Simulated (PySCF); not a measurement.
Checking a proposed structure

A compound C₃H₁₂Si₄ gives the data below (simulated from a calculation) and was assigned the structure `C#C[SiH2][Si](C)([SiH3])[SiH3]`.

13C{1H} NMR (computed): δ 15.0 (CH2, 2C), -8.7 (C).

1H NMR (400 MHz, computed): δ 3.88 (m, 4H), 3.54 (m, 4H), 0.82 (s, 4H).

Single conformer, non-relativistic, equivalent nuclei averaged, in vacuum. Coordinates at the GFN2-xTB level; GIAO PBE0/pcSseg-1 shieldings; PySCF.

Shifts are taken against calculated references (same method and geometry level): 1H, 13C vs TMS.

Question: Compare with the shifts computed for the proposed structure, pairing carbons in order of shift.

Answer: Structure with atom numbers: `[CH:1]#[C:2][SiH2:3][Si:4]([CH3:5])([SiH3:6])[SiH3:7]`. Each H is labelled by its parent atom.

```tsv
atom	computed for proposal	given list	difference
C1	106.6	15.0	+91.6
C2	83.9	15.0	+68.9
C5	-6.4	-8.7	+2.3
```

The rms difference is 66.2 ppm and the largest +91.6 ppm at C1 (terminal alkyne carbon). The proposal also would give 3 carbon signals, not 2. The carbon types in order of shift don't match either: CH, C, CH3 for the proposal against CH2, CH2, C in the data. The proposal doesn't fit.

Question: Which isomer fits?

Answer: SMILES C1CC12[SiH2][SiH2][SiH2][SiH2]2.

Carbon types of the structure: 1 × C, 2 × CH2, leaving 8 H on heteroatoms. δC 15.0, -8.7: three-membered-ring carbon; carbons of three-membered rings are unusually shielded. δH 3.88: hydrogen on a silicon bonded to C, Si, in a 5-membered ring. δH 3.54: hydrogen on a silicon bonded to 2 Si, in a 5-membered ring. δH 0.82: hydrogen on a three-membered-ring carbon; cyclopropane-type protons are shielded by the ring.

The shifts were computed for this structure.

Shifts are as computed. Against solution values, carbons near 30 ppm lie about +3 ppm off and those near 130 ppm about +5 ppm. Of 1211 compounds with measured shifts, 218 miss one by over three times the rms of a fit or turn the order of signals round; such compounds aren't used in these exercises. No couplings were computed; multiplicities are counted from neighbouring protons, with m where these are inequivalent, close in shift, in a saturated or five-membered ring or joined by F or P, and br s for small geminal =CH2 splittings.
